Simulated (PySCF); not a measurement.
C5H6F3OP.
Numbering: `[O:1]=[P@H:2]1[CH:3]=[C:4]([C:5]([F:6])([F:7])[F:8])[CH2:9][CH2:10]1` (hydrogens: H11 on P2; H12 on C3; H13, H14 on C9; H15, H16 on C10)

The same species was optimised twice, with GFN2-xTB and with PBE0-D3(BJ)/def2-SVP (PySCF), and the same property calculations (PySCF, gas phase) were run on both structures.

```json
{"coordinate": "O1=P2 (Å)", "GFN2-xTB": "1.460", "PBE0-D3(BJ)/def2-SVP": "1.491", "change": "+0.031"}
{"coordinate": "C3=C4 (Å)", "GFN2-xTB": "1.328", "PBE0-D3(BJ)/def2-SVP": "1.337", "change": "+0.009"}
{"coordinate": "C5–F8 (Å)", "GFN2-xTB": "1.346", "PBE0-D3(BJ)/def2-SVP": "1.338", "change": "-0.008"}
{"coordinate": "C5–F7 (Å)", "GFN2-xTB": "1.337", "PBE0-D3(BJ)/def2-SVP": "1.329", "change": "-0.008"}
{"coordinate": "C5–F6 (Å)", "GFN2-xTB": "1.344", "PBE0-D3(BJ)/def2-SVP": "1.337", "change": "-0.007"}
{"coordinate": "C4–C9 (Å)", "GFN2-xTB": "1.504", "PBE0-D3(BJ)/def2-SVP": "1.508", "change": "+0.004"}
{"coordinate": "P2–C10 (Å)", "GFN2-xTB": "1.838", "PBE0-D3(BJ)/def2-SVP": "1.835", "change": "-0.003"}
{"coordinate": "C9–C10 (Å)", "GFN2-xTB": "1.529", "PBE0-D3(BJ)/def2-SVP": "1.531", "change": "+0.002"}
{"coordinate": "P2–C3 (Å)", "GFN2-xTB": "1.817", "PBE0-D3(BJ)/def2-SVP": "1.815", "change": "-0.002"}
{"coordinate": "C4–C5 (Å)", "GFN2-xTB": "1.502", "PBE0-D3(BJ)/def2-SVP": "1.502", "change": "0.000"}
{"coordinate": "P2–C10–C9 (°)", "GFN2-xTB": "106.1", "PBE0-D3(BJ)/def2-SVP": "107.4", "change": "+1.3"}
{"coordinate": "C4–C5–F6 (°)", "GFN2-xTB": "111.9", "PBE0-D3(BJ)/def2-SVP": "110.7", "change": "-1.2"}
{"coordinate": "F7–C5–F8 (°)", "GFN2-xTB": "106.7", "PBE0-D3(BJ)/def2-SVP": "108.0", "change": "+1.3"}
{"coordinate": "C5–C4–C9 (°)", "GFN2-xTB": "117.0", "PBE0-D3(BJ)/def2-SVP": "118.2", "change": "+1.2"}
{"coordinate": "C4–C5–F8 (°)", "GFN2-xTB": "111.5", "PBE0-D3(BJ)/def2-SVP": "110.4", "change": "-1.1"}
{"coordinate": "F6–C5–F8 (°)", "GFN2-xTB": "106.1", "PBE0-D3(BJ)/def2-SVP": "107.2", "change": "+1.1"}
{"coordinate": "C3–C4–C5 (°)", "GFN2-xTB": "124.5", "PBE0-D3(BJ)/def2-SVP": "123.5", "change": "-1.0"}
{"coordinate": "F6–C5–F7 (°)", "GFN2-xTB": "106.9", "PBE0-D3(BJ)/def2-SVP": "107.9", "change": "+1.0"}
{"coordinate": "C3–C4–C5–F6 (°)", "GFN2-xTB": "122", "PBE0-D3(BJ)/def2-SVP": "123", "change": "+1"}
```

Rotational constants: A = 2553, B = 642.6, C = 581.4 MHz (GFN2-xTB) against A = 2531, B = 642.3, C = 580.5 MHz (PBE0-D3(BJ)/def2-SVP). Point groups within 0.08 Å: C1 and C1.

On the GFN2-xTB structure: HOMO (eV) -8.11 [PBE0/pcSseg-1]; LUMO (eV) -1.54 [PBE0/pcSseg-1]; dipole (D) 3.21 [PBE0/pcSseg-1]; GIAO shielding of O1 (ppm) 233.8 [PBE0/pcSseg-1]; GIAO shielding of P2 (ppm) 306.3 [PBE0/pcSseg-1]; GIAO shielding of C3 (ppm) 47.7 [PBE0/pcSseg-1]; GIAO shielding of C4 (ppm) 30.5 [PBE0/pcSseg-1]; GIAO shielding of C5 (ppm) 55.8 [PBE0/pcSseg-1]; GIAO shielding of F6/F7/F8 (mean) (ppm) 257.2 [PBE0/pcSseg-1]; GIAO shielding of C9 (ppm) 158.6 [PBE0/pcSseg-1]; GIAO shielding of C10 (ppm) 155.5 [PBE0/pcSseg-1].

Q: What do these properties become on the PBE0-D3(BJ)/def2-SVP structure?

A: 
```csv
property,level,on GFN2-xTB,on PBE0-D3(BJ)/def2-SVP,change
HOMO (eV),PBE0/pcSseg-1,-8.11,-8.02,+0.09
LUMO (eV),PBE0/pcSseg-1,-1.54,-1.54,0.00
dipole (D),PBE0/pcSseg-1,3.21,3.38,+0.17
"energy, GFN2-xTB geometry as zero (kcal/mol)",PBE0/pcSseg-1,0.0,-1.4,-1.4
GIAO shielding of O1 (ppm),PBE0/pcSseg-1,233.8,221.7,-12.1
GIAO shielding of P2 (ppm),PBE0/pcSseg-1,306.3,299.4,-6.9
GIAO shielding of C3 (ppm),PBE0/pcSseg-1,47.7,46.7,-1.0
GIAO shielding of C4 (ppm),PBE0/pcSseg-1,30.5,28.0,-2.5
GIAO shielding of C5 (ppm),PBE0/pcSseg-1,55.8,57.8,+2.0
GIAO shielding of F6/F7/F8 (mean) (ppm),PBE0/pcSseg-1,257.2,262.1,+4.9
GIAO shielding of C9 (ppm),PBE0/pcSseg-1,158.6,157.0,-1.6
GIAO shielding of C10 (ppm),PBE0/pcSseg-1,155.5,155.6,+0.1
```

The heavy atoms differ by 0.030 Å rms after alignment. Among bonds between heavy atoms O1=P2 changes most (+0.031 Å). Changes are differences of the printed values. Neither structure is proved a minimum here.
